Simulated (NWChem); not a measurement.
# Spin states of HGe

```xyz
2

Ge     0.0000     0.0000     0.0486
H      0.0000     0.0000    -1.5556
```
Charge 0, spin multiplicity 2.

Program: NWChem. All single points use one geometry, from UPBE0/def2-SVP, a minimum by its harmonic frequencies.

Basis set: def2-TZVP. The gap is E(quartet) − E(doublet) at the geometry of the doublet, so a negative value puts the higher spin lower. Open shells are unrestricted. The quartet is the single determinant that the SCF runs reached, with unpaired electrons in orbitals of symmetry a1 and b1 and b2 (C2v labels); it need not be the lowest quartet, which in molecules with degenerate π orbitals can need several determinants.

The Hamiltonian is non-relativistic. The correlated methods keep 9 core orbitals frozen. This spin state was chosen for the runs; another may lie lower. The structure started from a generated list of species. The unpaired electrons of the parent sit in orbitals of symmetry b1 (C2v labels of the run); other states weren't searched. No SCF solution was tested for a lower state. Open-shell Hartree-Fock references start from PBE0 orbitals.

Question: One of these methods gave a vertical doublet-quartet gap of 38.6 kcal/mol. Which?
A. PBE
B. HF
C. BLYP
D. MP2

Answer: D, MP2. The others give 51.0 (BLYP), 44.9 (PBE), 28.5 (HF).
